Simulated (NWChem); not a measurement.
A series in which one site is exchanged, each optimised at PBE0/def2-SVP with NWChem, gas phase unless a solvent is named. Low-valent species are run as closed-shell singlets; no triplet was tried in these runs. Some are not confirmed as minima by frequencies. def2 effective core potentials on I, Pb; no spin-orbit coupling.

A: [PbH][I] (PbHI; site = H)
B: [Cl][Pb][I] (PbICl; site = Cl)
C: [F][Pb][I] (PbIF; site = F)
D: [I][Pb][I] (PbI2; site = I)

Q: Rank them by lowest singlet excitation, B3LYP/def2-SVPD, TDA (eV), lowest first.

A: A (2.29), D (2.56), B (2.77), C (2.90)
